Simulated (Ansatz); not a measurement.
Molecule: vinylidene fluoride, C$_{2}$H$_{2}$F$_{2}$, net charge 0, singlet state. 
Coordinates optimised at B3LYP-D3(BJ)/def2-TZVP (Ansatz, a quantum-chemistry and plane-wave program):
```
C
C 1 1.3156
F 1 1.3225 2 125.22
F 1 1.3225 2 125.22 3 -180.00
H 2 1.0775 1 119.81 3 0.00
H 2 1.0775 5 120.39 1 180.00
```
Charge 0, spin multiplicity 1.

Basis-set convergence of Hartree-Fock and CCSD(T) correlation energies (hartree) with Ansatz. Correlated levels leave the core frozen unless marked. Spin-orbit coupling is left out. No relativistic terms.

```csv
basis,functions,E(HF),"E(corr, CCSD(T))",rough core time
aug-cc-pVDZ,110,-275.77627,-0.71608,under 20 s
aug-cc-pVTZ,230,(withheld),(withheld),80 s
```

Fill in the missing entries.


- aug-cc-pVTZ, E(HF): -275.85293
- aug-cc-pVTZ, E(corr, CCSD(T)): -0.87783
